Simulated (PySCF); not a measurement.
GaCl₃, SMILES [Cl][Ga]([Cl])[Cl].

The structure is a stationary point at PBE0-D3(BJ)/def2-SVP. The isomer is the one that the SMILES or the coordinates give; other isomers of the formula were not compared.

Two levels are set side by side: TDDFT-PBE/def2-SVPD (PySCF) and TDDFT-CAM-B3LYP/def2-SVPD (PySCF). Vertical, same geometry. The lowest singlet is HOMO→LUMO 100 % with PBE and HOMO→LUMO 96 % with the other functional; states are paired by order. Differences are taken from unrounded values.

| quantity | TDDFT-PBE |
|---|---|
| lowest singlet excitation (eV) | 5.07 |
| lowest triplet excitation (TDA) (eV) | 4.78 |

### Question
These are the TDDFT-PBE values. What does TDDFT-CAM-B3LYP give? (An estimate is asked for; the answer gives what the named calculation found.)

### Answer

```json
[
 {"quantity": "lowest singlet excitation (eV)", "TDDFT-CAM-B3LYP": "6.08", "TDDFT-PBE minus TDDFT-CAM-B3LYP": "-1.01"},
 {"quantity": "lowest triplet excitation (TDA) (eV)", "TDDFT-CAM-B3LYP": "5.71", "TDDFT-PBE minus TDDFT-CAM-B3LYP": "-0.93"}
]
```

A lower first singlet is the usual sign of a functional without exact exchange. Differences between two approximate levels are no errors against the true value.

Rough cost on one machine, each run with all the roots and properties that it gave: TDDFT-CAM-B3LYP against TDDFT-PBE about 5 times.
